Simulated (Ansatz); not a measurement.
Species: C₇H₁₃, charge 0, multiplicity 2. It need not be the lowest isomer of its formula. 
Structure (B3LYP-D3(BJ)/def2-TZVP (Ansatz, a program for electronic structure) minimum search):
```
C
H 1 1.0958
H 1 1.1048 2 105.67
C 1 1.4931 2 113.17 3 122.04
C 4 1.4819 1 124.54 2 -51.39
H 5 1.0933 4 111.80 1 34.78
H 5 1.0937 6 108.07 4 -123.35
H 5 1.1025 6 106.50 7 -113.95
C 4 1.4982 5 124.02 6 -156.92
H 9 1.0968 4 112.72 5 -40.62
H 9 1.1008 10 105.51 4 -121.43
C 9 1.5388 10 112.53 11 -121.09
H 12 1.0911 9 113.45 10 87.37
H 12 1.0947 13 107.33 9 121.28
C 12 1.5378 13 112.72 14 119.92
H 15 1.0961 12 107.90 13 46.76
C 15 1.5209 16 108.78 1 -124.91
H 17 1.0923 15 111.41 16 60.24
H 17 1.0924 18 107.71 15 122.40
H 17 1.0934 18 107.77 19 116.04
```
Charge 0, spin multiplicity 2.

Quantity: atomisation energy (electronic, to ground-state atoms), in eV. Valence correlation only, unless marked. Open shells are spin-unrestricted. No spin-orbit coupling. Non-relativistic. The coupled-cluster limit lacks core correlation, which all-electron functionals hold. CBS(X,Y): correlation extrapolated as X^-3; Hartree-Fock from the larger set. [CCSD(T)-MP2]/basis is that difference in the basis named.

```
level      program  atomisation energy (eV)
---------  -------  -----------------------
HF/6-31G*   Ansatz                    64.52
```

Task: Predict the RI-MP2/CBS(cc-pVTZ,cc-pVQZ)+[CCSD(T)-MP2]/cc-pVTZ result (Ansatz).

Result: 84.66 eV
